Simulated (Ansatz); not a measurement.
Compare A (`C[SiH](N)[SiH2]O`) with its isomer B (`N[SiH2]OC[SiH3]`).

Program: Ansatz. Geometries: PBE0-D4/def2-TZVP. ΔE: electronic, gas phase. CCSD(T)/CBS adds triple-zeta CCSD(T) − MP2 to the extrapolated MP2 energy (def2 sets, frozen cores). Functionals use def2-TZVPP. B3LYP here is the variant with VWN-RPA as its local correlation; programs differ in this. Each species was taken in one conformer, which may not be the lowest.

Question: Which isomer does CCSD(T)/CBS put lower? Give the gap. (An estimate is asked.)

Answer: Computed: A, by 83.3 kJ/mol.

Question: Give E(B) − E(A) in kJ/mol with r2SCAN-D4, CCSD/def2-TZVPP, HF/def2-TZVPP, PBE0-D4, B3LYP-D4, ωB97M-V, MP2/def2-TZVPP. (Estimate.)

Answer: Computed: r2SCAN-D4 88.3, CCSD/def2-TZVPP 76.3, HF/def2-TZVPP 54.9, PBE0-D4 92.6, B3LYP-D4 78.6, ωB97M-V 77.9, MP2/def2-TZVPP 82.1. None reverses the order clearly.

Largest T1 diagnostic: 0.011.

The D4 term adds +5.0 kJ/mol with B3LYP and +2.8 kJ/mol with PBE0; it sums over pairs of atoms, weighted by their polarisabilities, and B3LYP, whose exchange is more repulsive, gets the larger term. In def2-TZVPP, CCSD(T) changes the Hartree–Fock value by +24.3 kJ/mol (the triples alone add +2.8 kJ/mol) and MP2 by +27.2 kJ/mol.
